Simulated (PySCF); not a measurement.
C4H10As2.
SMILES: `C=C[C@@H]([AsH2])C[AsH2]`

Torsions of this conformer, `[CH2:1]=[CH:2][C@@H:3]([AsH2:4])[CH2:5][AsH2:6]`: C1–C2–C3–As4 103°, C2–C3–C5–As6 56°, H–As4–C3–C2 162°, H–As4–C3–C2 69°, H–As6–C5–C3 158°, H–As6–C5–C3 65°.

The closed-shell ground state was solved at several levels (PySCF, density fitting, gas phase). Isolated species at its PBE0-D3(BJ)/def2-SVP geometry (one conformer only). The calculation is non-relativistic and has no spin–orbit coupling, an omission that weighs most on arsenic.

```json
{"level": "B3LYP/pcJ-1 (pcSseg-1 on As)", "basis functions": "290", "HOMO (eV)": "-6.59", "LUMO (eV)": "-0.50", "gap (eV)": "6.09", "dipole (D)": "0.42"}
{"level": "PBE0/pcSseg-1", "basis functions": "200", "HOMO (eV)": "-6.82", "LUMO (eV)": "-0.31", "gap (eV)": "6.51", "dipole (D)": "0.56"}
```

(1) Estimate the row for CAM-B3LYP/def2-SVPD, a basis of 236 functions; the other rows only guide the guess.

(2) Over all these levels, which gives the widest orbital gap and which the narrowest?

(3) How far do the dipole and the HOMO energy spread over the levels?

## Answers

(1) HOMO -8.01 eV, LUMO 0.66 eV, gap 8.67 eV, dipole 0.47 D.

(2) CAM-B3LYP/def2-SVPD (range-separated hybrid) has the widest, 8.67 eV, and B3LYP/pcJ-1 (pcSseg-1 on As) (global hybrid, 20 % exact exchange) the narrowest, 6.09 eV. Functional and basis both differ between the two, so the spread mixes both effects.

(3) The dipole runs from 0.42 to 0.56 D (mean 0.48 D) and the HOMO from -8.01 to -6.59 eV.
